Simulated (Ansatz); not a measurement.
CH6BNO2 (`OBNCO`). Charge 0, multiplicity 1.

Cartesian coordinates in Å:
```
O -0.698 -0.341 1.820
B 0.349 -0.923 1.172
N 0.674 -0.596 -0.167
C -0.097 0.265 -0.995
O -0.214 1.537 -0.365
H -1.013 0.439 1.349
H 1.004 -1.741 1.751
H 1.534 -0.928 -0.563
H -1.105 -0.147 -1.149
H 0.387 0.360 -1.973
H -0.823 2.075 -0.880
```

Problem. List the harmonic frequencies (cm⁻¹, unscaled) at PBE0-D4/def2-TZVP in Ansatz. (An estimate is asked.)

Solution. Ansatz gave: 89, 198, 241, 336, 463, 499, 653, 688, 908, 919, 1024, 1048, 1101, 1159, 1216, 1260, 1310, 1410, 1459, 1510, 1534, 2627, 2989, 3054, 3682, 3807, 3852.

Problem. Is this a minimum?

Solution. Yes, all 27 modes are real.

Problem. Give the ideal-gas thermochemistry at 298.15 K and 1 bar (rigid rotor, harmonic oscillator; point group C1, symmetry number 1).

Solution. Zero-point energy 233.5 kJ/mol; H(298) − E = 251.8 kJ/mol; entropy 318.1 J/(mol·K), of which translation 162.7, rotation 106.7, vibration 48.7; G(298) − E = 157.0 kJ/mol. Modes under 100 cm⁻¹ are hindered rotations or soft bends, so the harmonic entropy is rough.
